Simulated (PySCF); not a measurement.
**`O=C/C(F)=C(\Cl)C(F)F`, C4H2ClF3O**

Geometry:
| atom | x (Å) | y (Å) | z (Å) |
| --- | --- | --- | --- |
| O1 | 2.543 | 1.149 | -0.328 |
| C2 | 2.128 | 0.173 | 0.233 |
| C3 | 0.716 | -0.246 | 0.277 |
| F4 | 0.510 | -1.369 | 0.975 |
| C5 | -0.335 | 0.374 | -0.297 |
| Cl6 | -0.155 | 1.804 | -1.190 |
| C7 | -1.751 | -0.166 | -0.185 |
| F8 | -1.825 | -1.419 | -0.680 |
| F9 | -2.132 | -0.236 | 1.109 |
| H10 | 2.781 | -0.525 | 0.784 |
| H11 | -2.475 | 0.463 | -0.724 |

Level of theory: GIAO PBE/pcSseg-1 magnetisability, rotational g tensor and spin-rotation constants, non-relativistic, gas phase in PySCF. Geometry: GFN2-xTB.

Question: Give the nuclear spin-rotation constants along the inertial axes (H = +C I·J) beside the isotropic shieldings.

Answer: Rotational constants 1.8863, 1.1037, 0.7938 GHz. A star marks the isotopologue with that one atom substituted, in its own axes.
| atom | isotope | Caa (kHz) | Cbb (kHz) | Ccc (kHz) | mean (kHz) | σ (ppm) |
| --- | --- | --- | --- | --- | --- | --- |
| F4 | 19F | 3.248 | 1.417 | 0.325 | 1.663 | 272.0 |
| Cl6 | 35Cl | 0.584 | 0.311 | 0.175 | 0.357 | 689.1 |
| F8 | 19F | 2.188 | 1.371 | 0.760 | 1.440 | 275.6 |
| F9 | 19F | 2.190 | 1.367 | 0.764 | 1.440 | 275.5 |
| H10 | 1H | -0.120 | 0.117 | -0.072 | -0.025 | 21.4 |
| H11 | 1H | -0.130 | 0.070 | -0.088 | -0.049 | 25.0 |
| O1 | 17O* | -1.958 | -0.929 | -0.006 | -0.965 | -372.6 |
| C2 | 13C* | 0.905 | 0.520 | 0.205 | 0.543 | -5.1 |
| C3 | 13C* | 0.848 | 0.441 | 0.195 | 0.495 | 20.9 |
| C5 | 13C* | 0.718 | 0.442 | 0.148 | 0.436 | 49.3 |
| C7 | 13C* | 0.603 | 0.338 | 0.247 | 0.396 | 53.8 |

For the geometry as given, no vibrational averaging.
